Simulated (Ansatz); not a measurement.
C₂H₉BClN, SMILES `C[B-](C)([NH3+])Cl`, one more setting.

```yaml
crystal:
  periodic: [false, false, false]
  atoms:
    - {symbol: C, position_ang: [-1.468518, 0.372911, 0.359209]}
    - {symbol: B, position_ang: [0.041538, 0.341496, -0.162672]}
    - {symbol: C, position_ang: [1.190878, 0.326136, 0.947469]}
    - {symbol: N, position_ang: [0.217652, -1.019617, -1.066911]}
    - {symbol: Cl, position_ang: [0.353855, 1.672355, -1.468921]}
    - {symbol: H, position_ang: [-1.653390, 1.297234, 0.912198]}
    - {symbol: H, position_ang: [-1.686261, -0.452730, 1.049094]}
    - {symbol: H, position_ang: [-2.208426, 0.339200, -0.448316]}
    - {symbol: H, position_ang: [1.156000, 1.247629, 1.533965]}
    - {symbol: H, position_ang: [2.200712, 0.261996, 0.526972]}
    - {symbol: H, position_ang: [1.069813, -0.501436, 1.658459]}
    - {symbol: H, position_ang: [0.079632, -1.858685, -0.509984]}
    - {symbol: H, position_ang: [1.148863, -1.042067, -1.473412]}
    - {symbol: H, position_ang: [-0.455347, -1.013823, -1.828449]}
basis:
  gaussian: {orbitals: "6-31++G**", point_charges: [{charge: 2.00, position_ang: [6.094, -0.350, -0.198]}]}
total_charge: 1
magnetization: {spin_polarized: true, initial_magnetization: 1}
hamiltonian: {xc: {name: r2SCAN50}, dispersion: d3bjatm}
output: {forces: true}
```

```sh
$ ansatz run in.yaml --threads 4 --pin off --events-out ev --progress --plain --max-ram 10444MiB
```

It prints (some lines left out):

```
Functional definition: r2SCAN50
1385 factors; integrals over basis functions are off by at most 1.4e-3 eV
mean field evaluation 1: about -16877.1967 eV, gradient 6.0e1 eV
mean field evaluation 2: about -16837.0654 eV, gradient 8.5e1 eV
mean field evaluation 4: about -16893.5817 eV, gradient 7.0e0 eV
mean field evaluation 8: about -16893.9321 eV, gradient 4.0e-1 eV
mean field evaluation 16: about -16893.9439 eV, gradient 3.1e-2 eV
mean field evaluation 32: about -16893.9442 eV, gradient 6.8e-5 eV
mean field -16893.94419486 eV, -620.8409980345 hartree, gradient 1.8e-6 eV, S^2 0.758961; 6 other end points of the search recorded, 0 dependent functions left out
reference -16893.94422076 eV, -620.8409989864 hartree; 25, 24 occupied and 128, 129 virtual orbitals, 1385 factors
Total energy: -16894.05814964 eV, -620.8451857953 hartree
Atom 0 at    -1.468518     0.372911     0.359209 Å, force    -2.108168     1.060409     0.580517 eV/Å
Atom 1 at     0.041538     0.341496    -0.162672 Å, force     1.524018    -1.102735    -1.646501 eV/Å
Atom 2 at     1.190878     0.326136     0.947469 Å, force     0.139389     0.496899     1.002231 eV/Å
Atom 3 at     0.217652    -1.019617    -1.066911 Å, force     0.015846     0.559583     0.061403 eV/Å
Atom 4 at     0.353855     1.672355    -1.468921 Å, force    -0.615270    -0.330512     0.951590 eV/Å
Atom 5 at    -1.653390     1.297234     0.912198 Å, force     0.131670    -0.179110    -0.146188 eV/Å
Atom 6 at    -1.686261    -0.452730     1.049094 Å, force     0.699928    -0.009680    -0.250592 eV/Å
Atom 7 at    -2.208426     0.339200    -0.448316 Å, force     0.414311     0.007826     0.079155 eV/Å
Atom 8 at     1.156000     1.247629     1.533965 Å, force     0.027569    -0.222504    -0.085297 eV/Å
Atom 9 at     2.200712     0.261996     0.526972 Å, force    -0.147293    -0.029904    -0.177415 eV/Å
Atom 10 at     1.069813    -0.501436     1.658459 Å, force    -0.167056     0.234104    -0.351097 eV/Å
Atom 11 at     0.079632    -1.858685    -0.509984 Å, force    -0.082041     0.105677    -0.196067 eV/Å
Atom 12 at     1.148863    -1.042067    -1.473412 Å, force    -0.505013    -0.287971     0.022724 eV/Å
Atom 13 at    -0.455347    -1.013823    -1.828449 Å, force     0.085010    -0.327195     0.049106 eV/Å
Dipole moment:    -0.525175    -0.812858    -0.239897 e Å
```

It took 25 s on 4 threads of an Intel Xeon Platinum 8259CL on a shared host, with 0.62 GiB of host memory at the peak.
